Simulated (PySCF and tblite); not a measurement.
Results of a calculation; reference values are marked as such.
**Dynamics report: rotation**

System: C7H6F (charge +1), numbered as in [CH:1]#[C:2][C+:3]([CH:4]=[CH2:5])[C:6](=[CH2:7])[F:8].

Motion: rotation about the C6–C3 bond (torsion C7–C6–C3–C2 from 0° to 180°, rising). Level: PBE0/pcSseg-1 + D3(BJ), IEF-PCM chloroform on GFN2-xTB stationary points, with GFN2-xTB thermal terms. Rates follow Eyring's equation with the number of equivalent paths and no tunnelling. Run with tblite and PySCF.

```
 point  symmetry  E(GFN2) kcal/mol  E(DFT) kcal/mol  ZPE change kcal/mol  lowest mode cm⁻¹
 start        Cs               0.0              0.0                 0.00                65
saddle        C1              14.6             16.8                -0.72              245i
   end        Cs               1.6              1.8                -0.03                54
```

- Electronic barrier: 16.8 kcal/mol
- Barrier with zero-point energy: 16.0 kcal/mol
- ΔH‡ (298 K): 15.8 kcal/mol
- ΔS‡ (298 K, symmetry apart): -0.9 cal/(mol K)
- Paths: 2 equivalent paths
- End point: a different minimum
- Mean lifetime of the start against this motion at 298 K: 53 ms
- Cost: 120 s on 1 thread of AMD EPYC (shared host) (rough), peak memory 0.87 GiB, launched as `OMP_NUM_THREADS=1 python ens_run.py task.json out`

```tsv
T/K	ΔG‡ kcal/mol	k s⁻¹	ΔG kcal/mol	k back s⁻¹
200	16.1	2.3×10⁻⁵	1.8	0.002
250	16.1	0.089	1.8	3.2
298	16.1	19	1.8	382
350	16.2	1180	1.8	1.5×10⁴
400	16.2	2.3×10⁴	1.8	2.2×10⁵
```

ΔG and ΔG‡ leave out symmetry numbers and mirror images; rates count paths: 2 out, 2 back.

The ion is treated without a counter-ion.
